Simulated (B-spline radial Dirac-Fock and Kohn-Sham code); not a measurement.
Ca⁴⁺: scattering cross sections and density moments

System: Ca⁴⁺ in the configuration 1s2 2s2 2p6 3s2 3p4.

Input of the calculation (task.json; shells as n, l, electrons):

```json
{"items": [{
  "Z": 20,
  "q": 4,
  "cfg": [[1, 0, 2], [2, 0, 2], [2, 1, 6], [3, 0, 2], [3, 1, 4]],
  "A": 40,
  "rrms": 3.4776,
  "do": ["scatter"],
  "s": [0.0, 0.05, 0.1, 0.15, 0.2, 0.25, 0.3, 0.35, 0.4, 0.45, 0.5, 0.6, 0.7, 0.8, 0.9, 1.0, 1.1, 1.2, 1.4, 1.6, 1.8, 2.0, 2.5, 3.0, 3.5, 4.0, 5.0, 6.0],
  "pz": [0, 0.1, 0.14, 0.2, 0.28, 0.4, 0.57, 0.81, 1.2, 1.6, 2.3, 3.3, 4.6, 6.6, 9.3, 13.0, 19.0, 27.0, 38.0, 53.0, 76.0],
  "hv_scatter": [1000, 5000, 8047.8, 10000, 30000, 100000, 200000, 1000000]
}]}
```

Run with: `python xray_run.py task.json out`

Method: relativistic Hartree-Fock (Dirac-Fock) wave functions, averaged over the configuration. Computed with a radial atomic solver.

| Quantity | Value |
| --- | --- |
| Sum of ⟨r⟩ | 9.694 bohr |
| Sum of ⟨r²⟩ | 10.17 bohr² |
| Sum of ⟨1/r⟩ | 78.622 per bohr |
| Langevin diamagnetic susceptibility | -8.05 × 10⁻⁶ cm³/mol |
| Lamb shielding (α²/3)Σ⟨1/r⟩ | 1396 ppm |

Coherent scattering is the Thomson cross section weighted by f₀², without anomalous dispersion; incoherent scattering is Klein-Nishina weighted by S. The Lamb formula is the non-relativistic shielding expression. Electron correlation is left out.

```
hν (keV)  coherent (b)  incoherent (b)  incoherent per electron (b)
       1         165.3          0.1919                       0.0120
       5         100.7           2.573                        0.161
  8.0478         68.14           3.915                        0.245
      10         55.72           4.529                        0.283
      30         13.20           7.274                        0.455
     100         1.734           7.443                        0.465
     200        0.4701           6.371                        0.398
    1000       0.01968           3.373                        0.211
```

Incoherent scattering overtakes coherent scattering between 30 and 100 keV.
